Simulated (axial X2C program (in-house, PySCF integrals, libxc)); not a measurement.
# Excited states of SiBi⁺ by EOM-EE-CCSD

Computed with an in-house all-electron X2C program for linear molecules (integrals from PySCF): two-component X2C with atomic mean-field Coulomb and Gaunt terms, Gaussian nuclei, basis Bi dyall-acv3z, Si dyall-av3z with contracted cores.

R = 2.567 Å (near the PBE0 minimum at charge 1 of the determinant lowest at the starting distance; the state shown can have its own minimum elsewhere, which is not the closed-shell reference).

Hartree–Fock spinors of SiBi⁺ (one of each Kramers pair; a window near the gap, which can cut inner shells):

```
  ω  occupied  ε (eV)                     character
1/2       yes  -25.79  58% Bi s, 18% Si s, 11% Si p
1/2       yes  -20.53  52% Si s, 17% Bi p, 17% Bi s
1/2       yes  -14.78   62% Bi p, 23% Si p, 5% Si s
1/2       yes  -13.44   47% Si p, 40% Bi p, 4% Si d
3/2        no   -6.41   48% Si p, 42% Bi p, 4% Si d
1/2        no   -5.31  57% Si p, 17% Bi p, 13% Bi d
3/2        no   -3.97  35% Bi p, 32% Si p, 14% Si d
1/2        no   -2.54  32% Bi s, 25% Si p, 20% Bi p
1/2        no   -2.44  35% Si s, 22% Bi p, 16% Bi s
1/2        no   -1.81            59% Bi p, 38% Si p
```

Vertical excitation energies from the closed-shell determinant state of SiBi⁺:

```tsv
Ω	excitation (eV)	cm⁻¹	hole of the leading pair	particle of the leading pair	weight of the pair (for Ω = 0 its time-reversed partner can hold as much again)	singles weight
1	0.126	1019	29% Bi pπ, 24% Si pσ, 23% Si pπ	53% Si pπ, 35% Bi pπ	0.92	0.94
2	0.205	1655	37% Si pσ, 21% Bi pσ, 17% Si pπ	59% Si pπ, 30% Bi pπ	0.93	0.94
1	1.364	10997	42% Bi pπ, 21% Bi pσ, 18% Si pσ	48% Bi pπ, 40% Si pπ	0.78	0.94
0⁻	1.364	11004	36% Si pσ, 19% Bi pσ, 18% Si pπ	59% Si pπ, 15% Bi pπ, 8% Bi dπ	0.47	0.94
2	1.589	12818	54% Bi pπ, 12% Bi pσ, 9% Si pπ	45% Bi pπ, 44% Si pπ	0.91	0.94
1	1.607	12958	32% Si pσ, 20% Si pπ, 19% Bi pπ	58% Si pπ, 16% Bi pπ, 9% Bi dπ	0.79	0.94
0⁺	1.723	13897	45% Si pσ, 27% Bi pσ, 10% Si pπ	59% Si pπ, 14% Bi pπ, 8% Bi dπ	0.45	0.91
2	2.593	20918	38% Si pσ, 23% Bi pσ, 15% Si pπ	50% Bi pπ, 26% Si pπ, 12% Si dπ	0.78	0.82
```

This point took 2.1 min on 1 thread of Arm Neoverse N1, on a shared host.

Reference electrons by ω block (each with its −ω partner): 1/2: 29, 3/2: 13, 5/2: 5, 7/2: 1. 18 electrons of SiBi⁺ correlated (inner shells frozen), 84 natural virtual spinors (a truncated set); levels can be off by some tenths of an eV. Roots sought by Ω: (0: 5, 1: 4, 2: 3, 3: 1); the list ends where they run out and leaves out roots under 60 % singles weight. The solver can skip a root, and states that need a further excitation, which the method places far too high, are missing though they may lie low or lowest. T1 of the reference 0.018 (Lee–Taylor). Number of frozen shells: Bi 5 s, 4 p, 2 d, 1 f; Si 2 s, 1 p. The closed-shell reference lies 0.15 eV above the lowest PBE0 determinant.
